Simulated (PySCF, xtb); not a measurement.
BiCl₃, SMILES [Cl][Bi]([Cl])[Cl].

GFN2-xTB (xtb) at its own geometry gives an orbital gap of 5.35 eV and a dipole moment of 5.45 D.

Coordinates come from a B3LYP-D3(BJ)/def2-SVP optimisation. The isomer is the one that the SMILES or the coordinates give; other isomers of the formula were not compared. The def2 effective core potentials stand for the cores of Bi; spin–orbit coupling is left out.

Q: What does PBE/def2-TZVPD in PySCF give? (The exact figures need the calculation; the answer reports its results.)

A: gap 4.23 eV (levels -7.70 and -3.47 eV), dipole 3.75 D.
